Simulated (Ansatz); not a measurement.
Consider the redistribution: `B[TeH]` + `C=CN(C)[SiH3]` → `BN(C)C=C` + `[SiH3][TeH]`.

Isolated molecules relaxed with PBE0-D4/def2-TZVP in Ansatz; ΔE leaves out vibrations. CCSD(T)/CBS adds triple-zeta CCSD(T) − MP2 to the extrapolated MP2 energy (def2 sets, frozen cores). DFT in def2-TZVPP. Elements past krypton have def2 core potentials. For Te outer-core shells are correlated without core-valence functions, which leaves a few kJ/mol of doubt a bond. Each species was taken in one conformer, which may not be the lowest.

| species | PBE energy (Eh) |
| --- | --- |
| `B[TeH]` | -294.61479 |
| `C=CN(C)[SiH3]` | -463.65047 |
| `BN(C)C=C` | -198.53039 |
| `[SiH3][TeH]` | -559.76879 |

Work out ΔE.

ΔE = (-198.53039) + (-559.76879) − (-294.61479) − (-463.65047) = -0.03392 Eh = -89.1 kJ/mol. CCSD(T)/CBS gives -85.0 kJ/mol.

Largest T1 diagnostic among the species: 0.015.

At CCSD(T), def2-SVP lies −9.5 kJ/mol from the extrapolated value and def2-TZVPP +3.8 kJ/mol. In def2-TZVPP, CCSD(T) changes the Hartree–Fock value by +6.7 kJ/mol (the triples alone add +1.5 kJ/mol) and MP2 by +6.7 kJ/mol.
